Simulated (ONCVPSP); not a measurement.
# How hard is this aluminium (Al) ONCV potential?

```
Element                 : aluminium (Al)
Generator               : ONCVPSP 4.0.1
Type                    : optimised norm-conserving Vanderbilt (ONCV)
Functional              : LDA (Perdew-Zunger)
Relativity              : scalar-relativistic
Frozen core             : [Ne]
Valence charge          : 3
Reference configuration : 3s2 3p1
Partial waves           : 3s: rc 1.55 bohr, ncon 3, nbas 6, qcut 4.9 1/bohr, 2 projectors, debl 1.8 Ha; 3p: rc 2.75 bohr, ncon 3, nbas 7, qcut 3.4 1/bohr, 2 projectors, debl 0.9 Ha; d scattering state at 0.07 Ha: rc 2.85 bohr, ncon 4, nbas 7, qcut 3.4 1/bohr, 2 projectors, debl 3.3 Ha
Local potential         : polynomial inside 1.00 bohr (lpopt 5, dvloc0 0 Ha)
Core correction         : Teter function, fcfact 4.5, rcfact 1.45
```

For each optimised wave give the share of its norm inside rc, the residual kinetic energy above qcut (Ha) and the cutoffs (Ha) for errors of 10, 1, 0.1 and 0.01 mHa per electron.

```csv
wave,norm inside rc,residual KE,10 mHa,1 mHa,0.1 mHa,0.01 mHa
3s,0.143,1.3e-04,3.5,5.6,18.2,58.2
s projector 2,0.185,3.8e-03,9.7,17.7,57.0,not reached
3p,0.376,1.5e-06,1.3,2.1,2.9,3.9
p projector 2,0.151,2.2e-05,2.1,2.8,3.8,7.8
d projector 1,0.081,5.5e-05,1.4,3.4,5.3,15.5
d projector 2,0.257,3.8e-01,21.4,27.8,31.8,47.0
```

The occupied waves need 5.6 Ha and 18 Ha for 1 and 0.1 mHa. The cutoffs count occupied waves only; projector 2 of the d channel, the hardest unoccupied one, needs 28 Ha at the loose tolerance. Note: ghosts flagged at negative energy: s at -88.5 eV; GHOST(+) flags only above 600 eV. A true bound ghost makes a file unfit for plane-wave use.
